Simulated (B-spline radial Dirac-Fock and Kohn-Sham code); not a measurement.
The computed values come from an atomic code on a B-spline grid: relaxed Dirac-Fock hole states (ΔSCF) with Breit and QED corrections and a finite nucleus. The model has no electron correlation.

Q: An atom or ion in its tabulated ground configuration has these computed binding energies (the last is its least bound level). Which is it?

```
level  binding energy (eV)
    K              52882.7
   L2               9142.5
   L3               8404.4
   M1               2832.0
   N1               1167.4
   N2               1080.8
 N4,5                903.4
```

A: Tb²⁶⁺: Z = 65 with 39 electrons, [Kr] 4d3. The hydrogen-like estimate √(E/Ry) = 62.3 for the K level lies 2.7 below Z (screening lowers it, relativity raises it); the outermost level, at 903.4 eV, fixes the charge.
